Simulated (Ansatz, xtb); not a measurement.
# Relative energy of two structures of F2GeH2Si

Structure a: a singlet given by its coordinates. Structure b: `F[SiH2][Ge][F]`, a singlet. Both are isolated molecules in the gas phase, relaxed with r2SCAN-D4/def2-SVP; the shapes shown needn't be the lowest conformers.

a (Å):

```xyz
6

F    -1.1550   -2.7919   -1.3304
F     1.0649   -1.7294   -0.7052
Ge   -1.4895    0.6337   -0.8062
Si   -0.5250   -1.4519   -0.6881
H    -2.8262    0.1565   -0.1443
H    -0.7185    1.1645    0.4494
```

Close contacts (Å): F1–Si4 1.61, F2–Si4 1.61, Ge3–Si4 2.30, Ge3–H5 1.57, Ge3–H6 1.57.

b (Å):

```csv
atom,x (Å),y (Å),z (Å)
F,-0.6517,3.5835,2.4130
F,-3.5384,0.2087,2.8364
Ge,-1.7659,0.2819,2.9124
Si,-2.0400,2.7172,2.4891
H,-2.8875,3.3026,3.5774
H,-2.7677,2.9013,1.1922
```

Quicker runs give these differences E(b) − E(a): GFN2-xTB −18.1 kcal/mol; HF/STO-3G −0.8 kcal/mol (at GFN2-xTB geometries); r2SCAN-D4/def2-SVP//GFN2-xTB +8.8 kcal/mol.

Task: Estimate which is lower in electronic energy at CCSD(T)/def2-TZVP, and by roughly how much.

Result: The CCSD(T)/def2-TZVP calculation puts structure a lower, by 8.0 kcal/mol.

The same difference at several levels:

```csv
level,geometry,E(b) − E(a) (kcal/mol),departure from the last row (kcal/mol),"job, with rough time for the two"
GFN2-xTB,GFN2-xTB,−18.1,−26.1,"optimisation, 0.28 s"
HF/STO-3G,GFN2-xTB,−0.8,−8.8,"single point, 0.44 s"
r2SCAN-D4/def2-SVP//GFN2-xTB,GFN2-xTB,+8.8,+0.8,"single point, 2.2 s"
r2SCAN-D4/def2-SVP,r2SCAN-D4/def2-SVP,+8.1,+0.1,"optimisation, 36 s"
HF/def2-TZVP,r2SCAN-D4/def2-SVP,−4.4,−12.4,part of the CCSD(T) run
MP2/def2-TZVP,r2SCAN-D4/def2-SVP,+9.1,+1.1,part of the CCSD(T) run
CCSD(T)/def2-TZVP,r2SCAN-D4/def2-SVP,+8.0,,"single point, 68 s"
```

GFN2-xTB, HF/STO-3G, HF/def2-TZVP put the two in the other order. The largest departure from CCSD(T)/def2-TZVP is that of GFN2-xTB, 26.1 kcal/mol.

With harmonic frequencies from r2SCAN-D4/def2-SVP (ideal gas, rigid rotor, one conformer each, 298.15 K, 1 atm): on the last row, ΔE + ΔZPE = +8.8, ΔH = +8.7, ΔG = +8.4 kcal/mol.

The correlated steps freeze 16 core orbitals; the filled d shell of Ge is correlated, in a basis made for valence electrons. Programs: Ansatz 0.2.0, xtb 6.7.1; the last row on 2 threads of Intel(R) Xeon(R) Platinum 8488C (Sapphire Rapids) on a shared host.
